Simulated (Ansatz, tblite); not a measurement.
Removing an electron: [TaO2Cl2]- (TaCl₂O₂⁻). The state is a singlet with charge -1. Geometry: PBE-D4/def2-SVPD. Ansatz, gas phase; energy differences of separate SCF runs; the oxidised species was run as a doublet alone.

```
atom   x (Å)   y (Å)   z (Å)
 Ta1   0.020  -0.099  -0.005
  O2  -0.608  -1.359   1.073
  O3   1.061  -0.917  -1.184
 Cl4   1.354   1.444   1.285
 Cl5  -1.826   0.931  -1.169
```

In the def2 sets Ta takes a core potential; there is no spin–orbit coupling. The xTB rows come from tblite. Correlated methods freeze 12 core orbitals; core or outer-core shells of Ta are correlated, in sets that lack core-valence functions. The rows differ in basis, and correlated rows in double-zeta sets carry the largest basis error.

Question: Estimate orbital energies and vertical ionisation energies at: GFN1-xTB; GFN2-xTB; PBE-D4/def2-TZVPD; r2SCAN-D4/def2-TZVPD; PBE0-D4/def2-TZVPD; CCSD/def2-SVPD; CCSD(T)/def2-SVPD.

Answer: 
```json
{"level": "GFN1-xTB", "−HOMO (eV)": "7.77", "vertical IE (eV)": "10.78", "−LUMO (eV)": "3.74", "HOMO–LUMO gap (eV)": "4.03", "remarks": "–"}
{"level": "GFN2-xTB", "−HOMO (eV)": "6.80", "vertical IE (eV)": "9.93", "−LUMO (eV)": "3.54", "HOMO–LUMO gap (eV)": "3.26", "remarks": "–"}
{"level": "PBE-D4/def2-TZVPD", "−HOMO (eV)": "1.90", "vertical IE (eV)": "5.05", "−LUMO (eV)": "-2.12", "HOMO–LUMO gap (eV)": "4.02", "remarks": "–"}
{"level": "r2SCAN-D4/def2-TZVPD", "−HOMO (eV)": "2.19", "vertical IE (eV)": "5.10", "−LUMO (eV)": "-2.30", "HOMO–LUMO gap (eV)": "4.50", "remarks": "–"}
{"level": "PBE0-D4/def2-TZVPD", "−HOMO (eV)": "3.41", "vertical IE (eV)": "5.21", "−LUMO (eV)": "-2.89", "HOMO–LUMO gap (eV)": "6.30", "remarks": "–"}
{"level": "CCSD/def2-SVPD", "−HOMO (eV)": "–", "vertical IE (eV)": "5.30", "−LUMO (eV)": "–", "HOMO–LUMO gap (eV)": "–", "remarks": "spin-contaminated (⟨S²⟩ 1.07) (doublet)"}
{"level": "CCSD(T)/def2-SVPD", "−HOMO (eV)": "–", "vertical IE (eV)": "5.43", "−LUMO (eV)": "–", "HOMO–LUMO gap (eV)": "–", "remarks": "spin-contaminated (⟨S²⟩ 1.07) (doublet)"}
```

Relaxing the oxidised species (PBE-D4/def2-SVPD) changes its energy by -0.21 eV at PBE-D4/def2-TZVPD, so the adiabatic ionisation energy to this nearest minimum is 4.84 eV. At PBE0-D4/def2-TZVPD it is 4.96 eV.  Run but left out: HF/def2-SVPD, MP2/def2-SVPD (neutral doublet: ⟨S²⟩ 1.07, where a pure state has 0.75).  Raw xTB energy differences between charge states are shifted by several eV; the methods need an empirical correction for them.
